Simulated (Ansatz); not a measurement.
`CC[O][Ga]([F])[Cl]` + `[CH3][GeH]([F])[GeH3]` → `[F][Ga]([Cl])[GeH3]` + `CC[O][GeH]([CH3])[F]`  (redistribution)

Program: Ansatz. Geometries: PBE0-D4/def2-TZVP. ΔE: electronic, gas phase. CCSD(T)/CBS is the MP2 limit (def2-TZVPP, def2-QZVPP) plus CCSD(T) − MP2 in def2-TZVPP, frozen cores. Functionals use def2-TZVPP. For Ga, Ge outer-core shells are correlated without core-valence functions, which leaves a few kJ/mol of doubt a bond. Scalar relativity is left out up to krypton. Each species was taken in one conformer, which may not be the lowest.

```csv
level,ΔE (kJ/mol)
ωB97M-V,-30.5
B2PLYP,-28.4
HF/def2-TZVPP,-33.2
MP2/def2-QZVPP,-25.5
```

(1) What does CCSD(T)/CBS give? (Estimate.)

Largest T1 diagnostic among the species: 0.013.

## Answers

(1) Ansatz gave: -27.9 kJ/mol. The listed levels differ from it by -2.6, -0.5, -5.3, 2.4 kJ/mol.

In def2-TZVPP, CCSD(T) changes the Hartree–Fock value by +8.7 kJ/mol (the triples alone add +1.0 kJ/mol) and MP2 by +9.5 kJ/mol.
